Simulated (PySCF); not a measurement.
C₂H₄ClFOSi, SMILES C[Si@@](F)(Cl)C=O. Atoms are numbered in the order given.

```xyz
10

C     -1.3348    -0.9819     1.0512
Si    -0.2670    -0.0973    -0.1629
F     -0.8938    -0.1688    -1.6610
Cl    -0.0423     1.8928     0.3000
C      1.4850    -0.8619    -0.2214
O      1.7470    -1.7836     0.5189
H     -1.4333    -2.0396     0.7613
H     -2.3363    -0.5292     1.1046
H     -0.8728    -0.9428     2.0496
H      2.2663    -0.4531    -0.9175
```

Geometry: ωB97X-D3(BJ)/def2-SVP. The structure was generated by enumeration; whether it is a known compound was not checked. One conformer was computed; it need not be the lowest.

Calculation: r2SCAN/def2-TZVP in PySCF.

Isolated molecule, no solvent.

Computed frontier levels, gap, dipole moment and polarisability:
| Property | Value |
|---|---|
| highest occupied level | -6.22 eV |
| lowest empty level | -3.04 eV |
| orbital gap | 3.18 eV |
| dipole moment | 0.88 D |
| quadrupole, principal values (traceless, Buckingham form, about the centre of nuclear charge) | -9.68, 0.34, 9.33 D·Å |
| mean static polarisability | 60.9 bohr³ (9.02 Å³) |
| polarisability, principal values | 50.5, 62.3, 69.8 bohr³ |
